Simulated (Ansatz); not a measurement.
Compare A (`[SiH3]/C=C1C=N\1`) with its isomer B (`C1=C[SiH2]C=N1`).

Calculated with Ansatz (gas phase, PBE0-D4/def2-TZVP geometries, no zero-point term in ΔE). CCSD(T)/CBS is the MP2 limit (def2-TZVPP, def2-QZVPP) plus CCSD(T) − MP2 in def2-TZVPP, frozen cores. Functionals use def2-TZVPP. B3LYP here is the variant with VWN-RPA as its local correlation; programs differ in this.

Problem. Which is lower in electronic energy at CCSD(T)/CBS, and by how much? (Best estimate.)

Solution. The calculation gave: B, by 181.5 kJ/mol.

Problem. Give E(B) − E(A) in kJ/mol with B3LYP-D4, B2PLYP, r2SCAN-D4, ωB97M-V, PBE0-D4, CCSD(T)/def2-SVP, LDA (SPW92). (An estimate is asked.)

Solution. The calculation gave: B3LYP-D4 -171.8, B2PLYP -171.3, r2SCAN-D4 -169.3, ωB97M-V -171.4, PBE0-D4 -172.2, CCSD(T)/def2-SVP -168.9, LDA (SPW92) -186.1. None reverses the order clearly.

Problem. Does the order hold for the free energy at 298.15 K (harmonic terms from PBE0-D4)? (Best estimate.)

Solution. Ansatz gave: Yes: G(B) − G(A) = -163.7 kJ/mol.

Largest T1 diagnostic: 0.015.

From BLYP to BHLYP (50 % exact exchange), in def2-TZVPP and without D4, E(B) − E(A) moves by −11.2 kJ/mol. The D4 term adds −5.4 kJ/mol with B3LYP and −2.5 kJ/mol with PBE0; it sums over pairs of atoms, weighted by their polarisabilities, and B3LYP, whose exchange is more repulsive, gets the larger term.
